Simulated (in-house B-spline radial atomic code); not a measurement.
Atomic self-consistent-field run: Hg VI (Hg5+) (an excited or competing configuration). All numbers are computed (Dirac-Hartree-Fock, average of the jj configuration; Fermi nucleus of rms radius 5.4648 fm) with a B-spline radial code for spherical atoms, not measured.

In the input, a minus or plus after the letter marks the j = l - 1/2 or j = l + 1/2 subshell.

Command:
```bash
python run_scf.py task.json out
```
Settings (nuclear radius in fm, mass in u):
```
Z                80
configuration    1s2 2s2 2p6 3s2 3p6 3d10 4s2 4p6 4d10 4f14 5s2 5p6 5d-4 5d+2 9f+1
hamiltonian      dirac
method           hf
spin_polarised   False
nucleus          fermi
rms_radius       5.4648
atomic_mass      201.97064
speed_of_light   137.035999084
```

Output (hartree, bohr):
```
 radial grid: 81 intervals, B-splines of order 8, outer radius 60 bohr

 iter        energy (Eh)    residual
    1      -19635.722971    9.22e-01
    2      -19639.745891    1.53e-01
    3      -19640.083976    4.82e-02
    4      -19640.105378    1.91e-02
    5      -19640.109561    2.91e-03
    6      -19640.109712    6.25e-04
    7      -19640.109718    2.76e-04
    8      -19640.109719    2.76e-05
    9      -19640.109719    2.35e-06
   10      -19640.109719    1.97e-07

 total energy                    -19640.10972
 kinetic                           22635.4283
 electron-nucleus                 -49311.7061
 electron-electron                  7036.1680

 first-order corrections (not in the total)
   Gaunt                            25.3546
   retardation                      -2.6884
   frequency dependence             -0.4969
   self-energy                      18.9964
   Uehling                          -3.9089
   Wichmann-Kroll                    0.1739
   recoil                            0.0321

 orbital      occ     eigenvalue          <r>       <r^2>       <1/r>       r_max    small
 1s1/2      2.000     -3077.3888    0.0165906 0.000380887     97.4978     0.01023  9.25e-02
 2s1/2      2.000      -553.4135    0.0692173   0.0057352     24.0263     0.05933  2.13e-02
 2p1/2      2.000      -530.0250    0.0570001  0.00406443     23.9385     0.04368  2.13e-02
 2p3/2      4.000      -458.3148    0.0656308  0.00524627     19.4014     0.05113  1.89e-02
 3s1/2      2.000      -136.2590     0.179783   0.0371213     8.83024      0.1668  7.14e-03
 3p1/2      2.000      -125.7892     0.170396   0.0339064     8.72868      0.1558  7.07e-03
 3p3/2      4.000      -109.6910     0.186098   0.0402372     7.55088      0.1708  6.38e-03
 3d3/2      4.000       -92.5939     0.162229   0.0309077     7.43011      0.1331  6.24e-03
 3d5/2      6.000       -89.1622     0.167047   0.0326428     7.16205      0.1373  6.05e-03
 4s1/2      2.000       -33.7776     0.399003    0.179731     3.72055      0.3762  2.40e-03
 4p1/2      2.000       -29.2640     0.401398    0.183346     3.61004      0.3746  2.31e-03
 4p3/2      4.000       -25.3149     0.433855    0.213922     3.21971      0.4046  2.07e-03
 4d3/2      4.000       -17.9390     0.441164    0.224865     3.01666      0.3975  1.86e-03
 4d5/2      6.000       -17.1644     0.452702    0.236579     2.91912      0.4074  1.79e-03
 4f5/2      6.000        -7.6049     0.475561    0.271455     2.56066      0.3656  1.42e-03
 4f7/2      8.000        -7.4303     0.480578     0.27667     2.52898      0.3701  1.40e-03
 5s1/2      2.000        -8.1276     0.901583    0.908689     1.51033      0.8311  6.04e-04
 5p1/2      2.000        -6.6003     0.962842     1.04115     1.39655      0.8743  5.30e-04
 5p3/2      4.000        -5.7263      1.03713     1.20656     1.27156      0.9428  4.68e-04
 5d3/2      4.000        -3.5388      1.24322     1.75356     1.04006       1.086  3.26e-04
 5d5/2      2.000        -3.4246      1.27662     1.84842     1.00976       1.116  3.11e-04
 9f7/2      1.000        -0.2956      14.2111     227.705      0.1043       16.13  1.24e-05
```

Cost of the run: 1.5 s on 1 thread of Arm Neoverse V2, with other jobs on the host.

For the Dirac Hamiltonian the kinetic term is c α·p + (β - 1)c².
